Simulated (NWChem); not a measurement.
Everything below was run with NWChem. System: CH2Cl, charge 1, spin multiplicity 1, at the geometry of a parent with another charge or spin, in a state set for the comparison that need not be this species' ground state. Level: MP2/def2-TZVPD, 6 core orbitals frozen.

Job file:

```
start mol
memory heap 200 mb stack 900 mb global 1100 mb
charge 1
geometry units angstroms nocenter noautoz
  C      0.000000     0.000000     1.118342
  Cl     0.000000     0.000000    -0.587217
  H      0.967986     0.000000     1.636316
  H     -0.967986     0.000000     1.636316
  symmetry group C2v
end
basis spherical
  * library def2-tzvpd
end
scf
  rhf
  nopen 0
  maxiter 100
  thresh 1e-7
  semidirect memsize 60000000 filesize 0
end
mp2
  freeze core 6
end
task mp2 energy
```

Part of the output:

```
             Northwest Computational Chemistry Package (NWChem) 7.3.0
             --------------------------------------------------------

                                NWChem Input Module
                                -------------------

 Scaling coordinates for geometry "geometry" by  1.889725989
 (inverse scale =  0.529177249)

 Turning off AUTOSYM since
 SYMMETRY directive was detected!

                             Geometry "geometry" -> ""
                             -------------------------

 Output coordinates in angstroms (scale by  1.889725989 to convert to a.u.)

  No.       Tag          Charge          X              Y              Z
 ---- ---------------- ---------- -------------- -------------- --------------
    1 C                    6.0000     0.00000000     0.00000000     1.11834200
    2 Cl                  17.0000     0.00000000     0.00000000    -0.58721700
    3 H                    1.0000     0.96798600     0.00000000     1.63631600
    4 H                    1.0000    -0.96798600     0.00000000     1.63631600

 Effective nuclear repulsion energy (a.u.)      45.1236850837

            Nuclear Dipole moment (a.u.)
            ----------------------------
        X                 Y               Z
 ---------------- ---------------- ----------------
     0.0000000000     0.0000000000    -0.0000094486

      Symmetry information
      --------------------

 Group name             C2v
 Group number             16
 Group order               4
 No. of unique centers     3

      Symmetry unique atoms

     1    2    3


 Summary of "ao basis" -> "" (spherical)
 ------------------------------------------------------------------------------
       Tag                 Description            Shells   Functions and Types
 ---------------- ------------------------------  ------  ---------------------
 *                         def2-tzvpd                 on all atoms

 Summary of "ao basis" -> "ao basis" (spherical)
 ------------------------------------------------------------------------------
       Tag                 Description            Shells   Functions and Types
 ---------------- ------------------------------  ------  ---------------------
 C                         def2-tzvpd               13       37   6s3p3d1f
 Cl                        def2-tzvpd               16       46   6s6p3d1f
 H                         def2-tzvpd                5        9   3s2p

                                 NWChem SCF Module
                                 -----------------

  ao basis        = "ao basis"
  functions       =   101
  atoms           =     4
  closed shells   =    12
  open shells     =     0
  charge          =   1.00
  wavefunction    = RHF
  use symmetry    = T
  symmetry adapt  = T

 Summary of "ao basis" -> "ao basis" (spherical)
 ------------------------------------------------------------------------------
       Tag                 Description            Shells   Functions and Types
 ---------------- ------------------------------  ------  ---------------------
 C                         def2-tzvpd               13       37   6s3p3d1f
 Cl                        def2-tzvpd               16       46   6s6p3d1f
 H                         def2-tzvpd                5        9   3s2p

      Symmetry analysis of basis
      --------------------------

        a1         44
        a2         10
        b1         26
        b2         21

 Forming initial guess at       0.1s

      Superposition of Atomic Density Guess
      -------------------------------------

 Sum of atomic energies:        -498.14885601

 Renormalizing density from      25.00 to     24

      Non-variational initial energy
      ------------------------------

 Total energy =    -485.840704
 1-e energy   =    -744.743886
 2-e energy   =     213.779497
 HOMO         =      -0.788230
 LUMO         =      -0.491595

      Symmetry analysis of molecular orbitals - initial
      -------------------------------------------------

  Numbering of irreducible representations:

     1 a1          2 a2          3 b1          4 b2

  Orbital symmetries:

     1 a1          2 a1          3 a1          4 a1          5 b1
     6 b2          7 a1          8 a1          9 b1         10 a1
    11 b2         12 b1         13 b2         14 a1         15 a1
    16 b1         17 a1         18 b2         19 a1         20 a1
    21 b1         22 a2

 Starting SCF solution at       1.2s

 ----------------------------------------------
         Quadratically convergent ROHF

 Convergence threshold     :          1.000E-07
 Maximum no. of iterations :          100
 Final Fock-matrix accuracy:          1.000E-09
 ----------------------------------------------

              iter       energy          gnorm     gmax       time
             ----- ------------------- --------- --------- --------
                 1     -497.9287015848  3.11D+00  9.42D-01      1.3
                 2     -498.1623848144  6.59D-01  1.78D-01      1.3
                 3     -498.1886872270  2.46D-01  5.36D-02      1.4
                 4     -498.1921157945  2.06D-02  7.63D-03      1.6
                 5     -498.1921666703  2.28D-04  1.66D-04      1.8
                 6     -498.1921666888  5.76D-08  1.41D-08      2.1

       Final RHF  results
       ------------------

         Total SCF energy =   -498.192166688789
      One-electron energy =   -769.047936778900
      Two-electron energy =    225.732085006399
 Nuclear repulsion energy =     45.123685083713

        Time for solution =      0.9s

       Symmetry analysis of molecular orbitals - final
       -----------------------------------------------

  Numbering of irreducible representations:

     1 a1          2 a2          3 b1          4 b2

  Orbital symmetries:

     1 a1          2 a1          3 a1          4 a1          5 b2
     6 b1          7 a1          8 a1          9 b1         10 a1
    11 b2         12 b1         13 b2         14 a1         15 a1
    16 b1         17 b2         18 a1         19 a1         20 a1
    21 b1         22 a2

             Final eigenvalues
             -----------------

              1
    1 -105.1605
    2  -11.6981
    3  -10.8838
    4   -8.3502
    5   -8.3489
    6   -8.3481
    7   -1.4526
    8   -1.1863
    9   -0.9657
   10   -0.8900
   11   -0.7698
   12   -0.7378
   13   -0.2621
   14   -0.1139
   15   -0.0856
   16   -0.0686
   17   -0.0562
   18   -0.0278
   19   -0.0149
   20   -0.0133
   21   -0.0016
   22    0.0245

                       ROHF Final Molecular Orbital Analysis
                       -------------------------------------

 Vector   10  Occ=2.000000D+00  E=-8.900419D-01  Symmetry=a1
              MO Center= -5.1D-14,  4.9D-16,  9.9D-02, r^2= 1.8D+00
   Bfn.  Coefficient  Atom+Function         Bfn.  Coefficient  Atom+Function
  ----- ------------  ---------------      ----- ------------  ---------------
    55      0.389380  2 Cl pz                 9     -0.283850  1 C  pz
    12     -0.263338  1 C  pz                41     -0.207157  2 Cl s
    42     -0.192803  2 Cl s                 52      0.187811  2 Cl pz

 Vector   11  Occ=2.000000D+00  E=-7.698383D-01  Symmetry=b2
              MO Center= -4.0D-16,  1.3D-16, -2.9D-01, r^2= 1.3D+00
   Bfn.  Coefficient  Atom+Function         Bfn.  Coefficient  Atom+Function
  ----- ------------  ---------------      ----- ------------  ---------------
    54      0.522470  2 Cl py                57      0.281797  2 Cl py
    51      0.236192  2 Cl py                45     -0.187150  2 Cl py
    11      0.152353  1 C  py

 Vector   12  Occ=2.000000D+00  E=-7.377870D-01  Symmetry=b1
              MO Center=  4.1D-14, -3.9D-16, -3.8D-01, r^2= 1.5D+00
   Bfn.  Coefficient  Atom+Function         Bfn.  Coefficient  Atom+Function
  ----- ------------  ---------------      ----- ------------  ---------------
    53      0.557155  2 Cl px                56      0.346251  2 Cl px
    50      0.262013  2 Cl px                44     -0.200905  2 Cl px

 Vector   13  Occ=0.000000D+00  E=-2.620612D-01  Symmetry=b2
              MO Center= -2.3D-15,  7.7D-16,  8.3D-01, r^2= 2.1D+00
   Bfn.  Coefficient  Atom+Function         Bfn.  Coefficient  Atom+Function
  ----- ------------  ---------------      ----- ------------  ---------------
    11      0.401369  1 C  py                 8      0.349811  1 C  py
    14      0.309545  1 C  py                54     -0.246782  2 Cl py
    57     -0.242277  2 Cl py

 Vector   14  Occ=0.000000D+00  E=-1.139102D-01  Symmetry=a1
              MO Center= -5.5D-16,  1.8D-16,  1.5D+00, r^2= 7.0D+00
   Bfn.  Coefficient  Atom+Function         Bfn.  Coefficient  Atom+Function
  ----- ------------  ---------------      ----- ------------  ---------------
     5      2.440164  1 C  s                  6      2.113537  1 C  s
    86     -2.003845  3 H  s                 95     -2.003845  4 H  s
    15      0.607942  1 C  pz                 4     -0.561381  1 C  s
    30      0.469756  1 C  d  2              43     -0.393697  2 Cl s
    92      0.382090  3 H  pz               101      0.382090  4 H  pz

 Vector   15  Occ=0.000000D+00  E=-8.563162D-02  Symmetry=a1
              MO Center=  4.4D-15,  8.9D-17, -1.2D+00, r^2= 7.2D+00
   Bfn.  Coefficient  Atom+Function         Bfn.  Coefficient  Atom+Function
  ----- ------------  ---------------      ----- ------------  ---------------
     6      2.093453  1 C  s                 86     -1.382543  3 H  s
    95     -1.382543  4 H  s                  5      1.209169  1 C  s
    61     -0.867804  2 Cl pz                15      0.571698  1 C  pz
    28     -0.312339  1 C  d  0              41     -0.290291  2 Cl s
    30      0.286605  1 C  d  2              12     -0.207603  1 C  pz

 center of mass
 --------------
 x =   0.00000000 y =   0.00000000 z =  -0.14721221

 moments of inertia (a.u.)
 ------------------
         114.867043761595           0.000000000000           0.000000000000
           0.000000000000         121.611562206516           0.000000000000
           0.000000000000           0.000000000000           6.744518444921

  Mulliken analysis of the total density
  --------------------------------------

    Atom       Charge   Shell Charges
 -----------   ------   -------------------------------------------------------
    1 C    6     5.79   0.86  1.12  0.56  0.77  0.09  0.01  1.03  1.19  0.14  0.02  0.09 -0.09  0.01
    2 Cl  17    16.87   2.01  0.45  1.51  1.13  0.87  0.02  4.18  1.69  1.05  2.71  1.16  0.00  0.02  0.05  0.00  0.01
    3 H    1     0.67   0.25  0.42 -0.01  0.02 -0.01
    4 H    1     0.67   0.25  0.42 -0.01  0.02 -0.01

       Multipole analysis of the density wrt the origin
       ------------------------------------------------

     L   x y z        total         open         nuclear
     -   - - -        -----         ----         -------
     0   0 0 0      1.000000      0.000000     25.000000

     1   1 0 0     -0.000000      0.000000      0.000000
     1   0 1 0     -0.000000      0.000000      0.000000
     1   0 0 1      1.574700      0.000000     -0.000009

     2   2 0 0    -11.320455      0.000000      6.692152
     2   1 1 0     -0.000000      0.000000      0.000000
     2   1 0 1      0.000000      0.000000      0.000000
     2   0 2 0    -12.331087      0.000000      0.000000
     2   0 1 1      0.000000      0.000000      0.000000
     2   0 0 2     -5.237891      0.000000     66.854601

                   NWChem MP2 Semi-direct Energy/Gradient Module
                   ---------------------------------------------

  Basis functions       =    101
  Molecular orbitals    =    101
  Frozen core           =      6
  Frozen virtuals       =      0
  Active alpha occupied =      6
  Active beta occupied  =      6
  Active alpha virtual  =     89
  Active beta virtual   =     89
  Use MO symmetry       = T
  Use skeleton AO sym   = T

  AO/Fock/Back tols     =   1.0D-09  1.0D-09  1.0D-09

 GA uses MA = F    GA memory limited = T

 Available:
  local mem=  1.26D+08
 global mem=  1.44D+08
 local disk=  0.00D+00
  mp2_memr nvloc                    89
  nvloc new                    89
   1 passes of   6:        5242880                      47499                   9349704.
   1 passes of   6: M    126149719           G      144158798           F     120906839.

 Semi-direct pass number   1 of   1  for RHF alpha+beta  at        2.2s
  vrange nnbf                  5140
  mp2_eaftype                    35  avail_ma_in_mb                  1099
 EAF : mp2_eaftype filesize          35    4674852.
  mp2_eaf for mointskh                     35
Node 0 wrote     22.0 Mb in      0.0 s     Agg I/O rate:  1958.8 Mb/s
 Done moints_semi at        6.2s
  mp2_eaftype                    35  avail_ma_in_mb                  1064
 EAF : mp2_eaftype filesize          35    4674852.
  mp2_eaf for kh                    35
 Done maket at        6.3s
 Done multipass loop at        6.3s

          -------------------------------------------
          SCF energy                -498.192166688789
          Correlation energy          -0.322620917892
          Singlet pairs               -0.213045063249
          Triplet pairs               -0.109575854643
          Total MP2 energy          -498.514787606681
          -------------------------------------------

          ---------------------------------------------------
                    Spin Component Scaled (SCS) MP2
          Same spin pairs                     -0.073050569762
          Same spin scaling factor             0.333333333333
          Opposite spin pairs                 -0.249570348130
          Opposite spin scaling fact.          1.200000000000
          SCS-MP2 correlation energy          -0.323834607676
          Total SCS-MP2 energy              -498.516001296465
          ---------------------------------------------------

 -----------------------
 Performance information
 -----------------------

 Timer overhead =  1.95D-07 seconds/call

               Nr. of calls         CPU time (s)                 Wall time (s)                GFlops
             ---------------    -------------------     ------------------------------   -------------------
Name         Min   Avg   Max    Min     Avg     Max     Min     Avg     Max   Mx/calls   Min     Max     Sum
mp2: moin     1     1     1    3.9     3.9     3.9      3.9     3.9     3.9     3.9      0.0     0.0     0.0
mp2: make     1     1     1   0.12    0.12    0.12     0.12    0.12    0.12    0.12      0.0     0.0     0.0
mp2: tota     1     1     1    4.1     4.1     4.1      4.1     4.1     4.1     4.1      0.0     0.0     0.0

 The average no. of pstat calls per process was 3.00D+00
 with a timing overhead of 5.86D-07s

 Task  times  cpu:        6.3s     wall:        6.3s

 Total times  cpu:        6.3s     wall:        6.3s
```
